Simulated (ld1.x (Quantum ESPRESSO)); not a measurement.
Which change was made? (F, RRKJ)

* Element: F
* Generator: ld1.x (Quantum ESPRESSO) 7.5
* Type: norm-conserving RRKJ (Kleinman–Bylander form)
* Functional: PBEsol
* Relativity: non-relativistic
* Frozen core: [He]
* Valence charge: 7
* Reference configuration: 2s2 2p4.5 (charge +0.5)
* Partial waves: 2s (bound): rc 0.65 bohr; 2p (bound): rc 1.55 bohr; 3d channel at -0.1 Ry: rc 1.55 bohr
* Local potential: the d channel
* Core correction: a·sin(br)/r model core, default radius (core density twice the valence density)
* rho0: 0.01

Cutoffs, loose and tight: the cutoffs (Ry, on a coarse ladder) from which the occupation-weighted sum of valence levels, in a spherical-Bessel basis at the reference potential, stays within 10 and 1 mRy of its value at 400 Ry. They do not see the model core or the augmentation charge, which bear on the density cutoff. Test errors are all-electron minus pseudo excitation energies from the reference, over the configurations 2s2 2p5; 2s2 2p4; 2s2 2p3; 2s2 2p2; 2s2 2p5.3; 2s1 2p6; 2s1 2p5; variants that change the core or the reference have their own tests. The largest error is taken over the tests solved by every variant that gives reliable tests at all, those not shown here included: 2s1 2p6; 2s2 2p4; 2s2 2p5; 2s2 2p5.3.

The base gives: outcome: generated; cutoff, loose: 200 Ry; cutoff, tight: 300 Ry; bound ghosts: none; largest test error (meV): +75.

Task: After one change the result is: outcome: failed: compute_chi: n is too large. Which change was it?
A. all radii but the core radius scaled by about 1.16 (s 0.76, p 1.80, d 1.80 bohr)
B. all radii but the core radius scaled by about 0.84 (s 0.54, p 1.30, d 1.30 bohr)
C. all radii but the core radius scaled by about 0.76 (s 0.50, p 1.18, d 1.18 bohr)

Result: C. The others give: all radii but the core radius scaled by about 0.84 (s 0.54, p 1.30, d 1.30 bohr) → outcome: generated; bound ghosts: none; largest test error (meV): +46 | all radii but the core radius scaled by about 1.16 (s 0.76, p 1.80, d 1.80 bohr) → outcome: generated; cutoff, loose: 160 Ry; cutoff, tight: 200 Ry; bound ghosts: s; largest test error (meV): +108.
